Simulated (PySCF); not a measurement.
C2H5Cl2GeN, SMILES C/C=[N]/[GeH]([Cl])[Cl]. Atoms are numbered in the order given.

```xyz
11

C     -3.7173    -0.3240     0.0000
C     -2.3383     0.2611     0.0000
N     -1.2911    -0.4704     0.0000
Ge     0.3524     0.3712     0.0000
Cl     1.4209    -0.2979    -1.7461
Cl     1.4209    -0.2979     1.7461
H     -4.2741     0.0273     0.8854
H     -3.6679    -1.4207     0.0000
H     -4.2741     0.0273    -0.8854
H     -2.3058     1.3750     0.0000
H      0.3057     1.9104     0.0000
```

The structure is a stationary point at TPSSh-D3(BJ)/def2-SVP. The structure was generated by enumeration; whether it is a known compound was not checked. One conformer was computed; it need not be the lowest.

All values below come from PBE/pcSseg-1 run with PySCF.

GIAO shieldings, no solvent; atoms alike by connectivity are averaged. δ = σ(ref) − σ: ¹³C against TMS (σ = 182.0 ppm); ¹⁵N against NH3 (σ = 267.0 ppm); ⁷³Ge against GeH4 (σ = 1614.4 ppm); ³⁵Cl against HCl (σ = 936.5 ppm); ¹H against TMS (σ = 31.49 ppm), references at their B3LYP-D3(BJ)/def2-TZVP geometries, non-relativistic (without spin–orbit terms, shifts of atoms bonded to Cl or Br come out too high).

```tsv
nucleus	atoms	count	δ (ppm)
¹³C	C2	1	184.2
¹³C	C1	1	33.8
¹⁵N	N3	1	402.1
⁷³Ge	Ge4	1	449.1
³⁵Cl	Cl5, Cl6	2	129.2
¹H	H10	1	8.93
¹H	H11	1	6.84
¹H	H7, H8, H9	3	2.57
```
